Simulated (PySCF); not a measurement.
Gas-phase XPS of BH2(tBu), computed

BH2(tBu), C4H11B.
Structure used (PBE0-D3(BJ)/def2-SVP), in Å, numbered top down from 1:
```
atom  x, y, z in Å
B1     0.7887    1.4294    0.0886
H2     1.8701    1.4977    0.6302
H3     0.2197    2.4571   -0.2101
C4     0.0755    0.0499   -0.0876
C5    -0.6517    0.0306    1.2819
C6     1.0255   -1.1435   -0.1777
C7    -0.9578    0.0101   -1.2125
H8    -1.2265   -0.9080    1.3706
H9     0.0492    0.0631    2.1322
H10   -1.3652    0.8634    1.3902
H11    1.7579   -1.1407    0.6444
H12    1.5898   -1.1342   -1.1237
H13    0.4724   -2.0981   -0.1343
H14   -0.4746    0.0629   -2.2010
H15   -1.6642    0.8519   -1.1436
H16   -1.5432   -0.9255   -1.1813
```

Computed with delta-SCF UKS SCAN, pcX-2 on the ionised atom, pcseg-1 elsewhere, spin-free X2C in PySCF. Vertical ΔSCF values, vacuum level as zero.

**Question.** Give the core binding energies atom by atom.

**Answer.** 
```
atom(s)                 environment  level  binding energy (eV)  above the level's lowest (eV)  count
     C5  carbon bonded to C and 3 H   C 1s               290.67                          +0.48      1
     C4  carbon bonded to B and 3 C   C 1s               290.19                           0.00      1
     B1   boron bonded to C and 2 H   B 1s               195.81                           0.00      1
```

The listed C 1s values span 0.48 eV, from C4 (bonded to 3 C and B) to C5 (bonded to C and 3 H).

**Question.** Give the binding energy of C 1s of C5 in hartree and in kJ/mol.

**Answer.** 290.67 eV = 10.6819 Eh = 28045 kJ/mol.

The list is incomplete; no value stands for C 1s of C6, C7. Geometry: PBE0-D3(BJ)/def2-SVP; no solvent, vibrations or thermal averaging.

Hardware: one thread, Arm Neoverse V1 (aarch64), shared host with 32 logical CPUs at a one-minute load of 17. Cost: 27 s of wall time, 0.58 GiB resident at most.
